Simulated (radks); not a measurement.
Values are calculated unless marked as measured or tabulated.
The nitrogen anion N2-, [He] 2s2 2p5, held by a Watson sphere: a shell of charge +2.79 at radius R that stands for the Madelung well of a crystal (potential energy -2.79/R inside, -2.79/r outside, in hartree with lengths in bohr). Code: a radial shooting solver on a logarithmic mesh with Libxc functionals. Model: non-relativistic Kohn-Sham, PBE, spin-unpolarised, spherical densities, point nucleus. Response by self-consistent Sternheimer equations with the Hartree and adiabatic LDA kernel. The sphere does not respond.

[
 {"R (bohr)": "1.7", "e(1s) (eV)": "-387.14", "e(2s) (eV)": "-29.070", "e(2p) (eV)": "-17.270", "<r> 2p (bohr)": "1.494", "sum of <r^2> (bohr^2)": "18.54", "X-ray form factor at sin(theta)/lambda = 0.1 1/angstrom": "7.782", "alpha (bohr^3)": "8.288"},
 {"R (bohr)": "2.59", "e(1s) (eV)": "-385.57", "e(2s) (eV)": "-23.121", "e(2p) (eV)": "-12.321", "<r> 2p (bohr)": "1.769", "sum of <r^2> (bohr^2)": "25.62", "X-ray form factor at sin(theta)/lambda = 0.1 1/angstrom": "7.416", "alpha (bohr^3)": "19.95"},
 {"R (bohr)": "2.99", "e(1s) (eV)": "-384.74", "e(2s) (eV)": "-21.310", "e(2p) (eV)": "-10.697", "<r> 2p (bohr)": "1.877", "sum of <r^2> (bohr^2)": "28.74", "X-ray form factor at sin(theta)/lambda = 0.1 1/angstrom": "7.280", "alpha (bohr^3)": "28.84"},
 {"R (bohr)": "3.26", "e(1s) (eV)": "-384.19", "e(2s) (eV)": "-20.315", "e(2p) (eV)": "-9.770", "<r> 2p (bohr)": "1.946", "sum of <r^2> (bohr^2)": "30.88", "X-ray form factor at sin(theta)/lambda = 0.1 1/angstrom": "7.196", "alpha (bohr^3)": "36.70"},
 {"R (bohr)": "3.41", "e(1s) (eV)": "-383.91", "e(2s) (eV)": "-19.828", "e(2p) (eV)": "-9.307", "<r> 2p (bohr)": "1.983", "sum of <r^2> (bohr^2)": "32.08", "X-ray form factor at sin(theta)/lambda = 0.1 1/angstrom": "7.152", "alpha (bohr^3)": "41.85"},
 {"R (bohr)": "3.49", "e(1s) (eV)": "-383.76", "e(2s) (eV)": "-19.586", "e(2p) (eV)": "-9.074", "<r> 2p (bohr)": "2.003", "sum of <r^2> (bohr^2)": "32.73", "X-ray form factor at sin(theta)/lambda = 0.1 1/angstrom": "7.129", "alpha (bohr^3)": "44.84"},
 {"R (bohr)": "3.58", "e(1s) (eV)": "-383.60", "e(2s) (eV)": "-19.326", "e(2p) (eV)": "-8.823", "<r> 2p (bohr)": "2.024", "sum of <r^2> (bohr^2)": "33.47", "X-ray form factor at sin(theta)/lambda = 0.1 1/angstrom": "7.104", "alpha (bohr^3)": "48.44"},
 {"R (bohr)": "3.71", "e(1s) (eV)": "-383.37", "e(2s) (eV)": "-18.975", "e(2p) (eV)": "-8.479", "<r> 2p (bohr)": "2.056", "sum of <r^2> (bohr^2)": "34.54", "X-ray form factor at sin(theta)/lambda = 0.1 1/angstrom": "7.069", "alpha (bohr^3)": "54.09"}
]
